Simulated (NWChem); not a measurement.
System meant: C2H3F3O; SMILES COC(F)(F)F

Here is an NWChem input.

```
start job
memory heap 200 mb stack 900 mb global 1100 mb
geometry units angstroms noautoz
  C      0.026243     1.945063     0.000000
  O      0.769036     0.720931     0.000000
  C      0.035356    -0.409814     0.000000
  F     -0.773471    -0.506238    -1.088095
  F      0.872596    -1.450272     0.000000
  F     -0.773471    -0.506238     1.088095
  H     -0.608613     2.022857     0.906486
  H     -0.608613     2.022857    -0.906486
  H      0.774055     2.757229     0.000000
end
basis spherical
  * library def2-svp
end
dft
  xc xpbe96 cpbe96
  iterations 4
  mulliken
end
task dft energy
```

End of the output:

```
    Atom       Charge   Shell Charges
 -----------   ------   -------------------------------------------------------
    1 C    6     5.95   1.96  0.59  0.31  1.84  1.13  0.11
    2 O    8     8.09   1.97  0.91  0.57  2.73  1.87  0.03
    3 C    6     5.89   1.96  0.60  0.27  1.68  0.94  0.45
    4 F    9     9.07   1.98  1.03  0.75  3.21  2.10  0.01
    5 F    9     9.03   1.98  1.02  0.73  3.21  2.07  0.01
    6 F    9     9.07   1.98  1.03  0.75  3.21  2.10  0.01
    7 H    1     0.98   0.64  0.27  0.07
    8 H    1     0.98   0.64  0.27  0.07
    9 H    1     0.96   0.64  0.26  0.06

 center of mass
 --------------
 x =  -0.00499320 y =  -0.17404570 z =   0.00000000

 moments of inertia (a.u.)
 ------------------
         596.304151850441          -0.000000000000           0.000000000000
          -0.000000000000         338.082040807699           0.000000000000
           0.000000000000           0.000000000000         601.258510803571

     Multipole analysis of the density
     ---------------------------------

     L   x y z        total         alpha         beta         nuclear
     -   - - -        -----         -----         ----         -------
     0   0 0 0     -0.000000    -25.000000    -25.000000     50.000000

     1   1 0 0     -0.149538     -0.074769     -0.074769      0.000000
     1   0 1 0      0.891176      0.445588      0.445588      0.000000
     1   0 0 1     -0.000000     -0.000000     -0.000000      0.000000

     2   2 0 0    -25.224287    -54.937597    -54.937597     84.650907
     2   1 1 0     -0.204917     -0.302020     -0.302020      0.399123
     2   1 0 1     -0.000000     -0.000000     -0.000000      0.000000
     2   0 2 0    -21.141682   -130.542212   -130.542212    239.942742
     2   0 1 1     -0.000000     -0.000000     -0.000000      0.000000
     2   0 0 2    -24.675944    -53.324054    -53.324054     81.972163

 ------------------------------------------------------------------------
 dft energy failed                                                                                  0
 ------------------------------------------------------------------------
 ------------------------------------------------------------------------
  current input line :
    22: task dft energy
 ------------------------------------------------------------------------
 ------------------------------------------------------------------------
 This type of error is most commonly associated with calculations not reaching convergence criteria
 ------------------------------------------------------------------------
 For more information see the NWChem manual at https://nwchemgit.github.io

0:dft energy failed:Received an Error in Communication
```

Problem. What is wrong, and how is it mended?

Solution. The run did not converge; its last values are not results. Cause: the SCF was allowed too few iterations. This input runs:
```
start job
memory heap 200 mb stack 900 mb global 1100 mb
geometry units angstroms noautoz
  C      0.026243     1.945063     0.000000
  O      0.769036     0.720931     0.000000
  C      0.035356    -0.409814     0.000000
  F     -0.773471    -0.506238    -1.088095
  F      0.872596    -1.450272     0.000000
  F     -0.773471    -0.506238     1.088095
  H     -0.608613     2.022857     0.906486
  H     -0.608613     2.022857    -0.906486
  H      0.774055     2.757229     0.000000
end
basis spherical
  C library def2-svp
  O library def2-svp
  F library def2-svp
  H library def2-svp
end
dft
  xc xpbe96 cpbe96
  iterations 150
  mulliken
end
task dft energy
```
It converges to -451.97922 Ha (PBE/def2-SVP).
